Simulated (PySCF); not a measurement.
## Frontier orbitals and the lowest excitations

C5H6ClNSi.
Numbering: `[SiH3:1][c:2]1[cH:3][cH:4][c:5]([Cl:6])[cH:7][n:8]1` (hydrogens: H9, H10, H11 on Si1; H12 on C3; H13 on C4; H14 on C7)

Cartesian coordinates in Å at the GFN2-xTB level; atoms count from 1:
```
atom  x, y, z in Å
Si1    2.5185   -0.0269    0.2566
C2     0.6311   -0.0070    0.1007
C3    -0.0683   -0.3883   -1.0408
C4    -1.4503   -0.3160   -1.0546
C5    -2.0896    0.1404    0.0884
Cl6   -3.8117    0.2603    0.1419
C7    -1.3207    0.4986    1.1898
N8    -0.0070    0.4245    1.1861
H9     3.0098    1.3484    0.1649
H10    3.0481   -0.8170   -0.8600
H11    2.8747   -0.6294    1.5371
H12    0.4683   -0.7395   -1.9094
H13   -2.0221   -0.6039   -1.9240
H14   -1.7814    0.8552    2.1011
```

Level of theory: PySCF, TDDFT PBE0/def2-SVPD, vertical, gas phase, core orbitals frozen in the response.

Kohn–Sham orbitals with the atoms that hold most of them (Löwdin shares over 4%, at most four atoms; ? is withheld):

| orbital | ε (eV) | atoms |
| --- | --- | --- |
| LUMO+2 | 0.27 | Cl6 26%, Si1 17%, C5 8%, C3 7% |
| LUMO+1 | -1.06 | C3 22%, C7 20%, C5 14%, C2 12% |
| LUMO | -1.42 | ? |
| HOMO | ? | N8 53%, C2 12%, C7 10%, Si1 6% |
| HOMO-1 | -7.61 | ? |
| HOMO-2 | -8.71 | C4 26%, C3 23%, N8 18%, C7 10% |
| HOMO-3 | -9.39 | Cl6 67%, C5 8%, C4 5%, C2 5% |

**Question.** Which atoms hold the HOMO-1, and with what shares?

**Answer.** Cl6 (bonded to C) 24%; C5 (bonded to 2 C and Cl) 18%; C2 (bonded to C, N and Si) 17%; C7 (bonded to C, N and H) 13%. By element: carbon 48% or more, chlorine 24%.

**Question.** Give the leading atoms of the LUMO.

**Answer.** N8 (bonded to 2 C) 21%; C4 (bonded to 2 C and H) 20%; C2 (bonded to C, N and Si) 16%; C5 (bonded to 2 C and Cl) 14%. By element: carbon 50% or more, nitrogen 21%.

**Question.** What is the HOMO energy, and the HOMO–LUMO gap?

**Answer.** ε(HOMO) = -7.53 eV; the gap is 6.11 eV (0.2244 hartree).

**Question.** How does S1 compare with the orbital gap of 6.11 eV?

**Answer.** S1 is at 4.48 eV (f = 0.0039), 1.62 eV below the gap, made of HOMO→LUMO (98%). Without the coupling terms of the response equations the lowest excitation would equal the gap.

**Question.** One configuration dominates each of S1, S2 and S3. Which, and how do the shares of the two leading atoms of either orbital change from the occupied to the empty one?

**Answer.** 
- S1 (4.48 eV, f 0.0039), HOMO→LUMO (98%): N8 53% → 21%, C2 12% → 16%, C4 at most 7% → 20%
- S2 (4.82 eV, f 0.0000), HOMO→LUMO+1 (99%): N8 53% → at most 13%, C2 12% → 12%, C3 at most 7% → 22%, C7 10% → 20%
- S3 (5.21 eV, f 0.082), HOMO-1→LUMO (70%): Cl6 24% → at most 15%, C5 18% → 14%, N8 at most 14% → 21%, C4 at most 14% → 20%

Hardware: one thread, Intel Xeon at 2.50 GHz (x86_64), shared host with 64 logical CPUs at a one-minute load of 59. Cost: 2.7 min wall, 94 s CPU, 0.82 GiB resident at most.
